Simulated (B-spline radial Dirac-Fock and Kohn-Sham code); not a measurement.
Elastic and transport cross sections of carbon for positrons

These are calculated numbers from a radial B-spline solver; the model is relativistic (Dirac) partial waves in the static field of the Dirac-Fock atom, without polarisation or absorption potentials. Below a few hundred eV the neglected polarisation potential matters, most of all at small angles. σ_tr1 and σ_tr2 weight the cross section with 1 − P₁ and 1 − P₂ of cos θ; "backward" is the share scattered beyond 90°.

```tsv
energy (eV)	σ (a₀²)	σ_tr1 (a₀²)	σ_tr2 (a₀²)	σ/σ_tr1	backward (%)
173	5.19	0.936	1.83	5.55	3.7
362	3.42	0.384	0.811	8.91	1.9
380	3.32	0.361	0.764	9.20	1.8
429	3.07	0.307	0.657	9.99	1.6
466	?	?	?	?	?
565	2.55	0.211	0.460	12.1	1.3
793	1.99	0.131	0.290	15.3	0.94
1220	1.42	0.0691	0.156	20.6	0.65
1430	1.25	0.0542	0.124	23.1	0.57
3110	0.641	0.0158	0.0372	40.5	0.28
4320	0.476	0.00916	0.0218	52.0	0.21
4580	0.451	0.00830	0.0198	54.4	0.20
27900	0.0844	0.000350	0.000895	241	0.031
37500	0.0647	0.000207	0.000533	313	0.022
57300	0.0448	9.72e-05	0.000254	461	0.014
85600	0.0323	4.80e-05	0.000127	672	0.0083
```

Q: Fill in the row for 466 eV.

A: σ = 2.91 a₀², σ_tr1 = 0.275 a₀², σ_tr2 = 0.591 a₀², σ/σ_tr1 = 10.6, backward 1.5 %. The ratio σ/σ_tr1 is roughly the number of elastic collisions that randomise the direction.
